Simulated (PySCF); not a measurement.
GeHClBr2, SMILES [Br][GeH]([Br])[Cl].

Coordinates come from a B3LYP-D3(BJ)/def2-SVP optimisation.

The numbers are results of M06-2X/def2-TZVP in PySCF, not measurements.

Symmetry labels are those of the subgroup Cs that the program uses (full group Cs).

Computed valence orbital energies around the gap with their symmetry:
```
orbital  symmetry  energy (eV)
-------  --------  -----------
HOMO−7         A'       -12.66
HOMO−6         A"       -12.46
HOMO−5         A"       -11.00
HOMO−4         A'       -10.99
HOMO−3         A'       -10.43
HOMO−2         A'       -10.21
HOMO−1         A"       -10.19
HOMO           A"        -9.98
LUMO           A'        -1.00
LUMO+1         A"         0.50
LUMO+2         A'         0.56
LUMO+3         A'         1.82
```
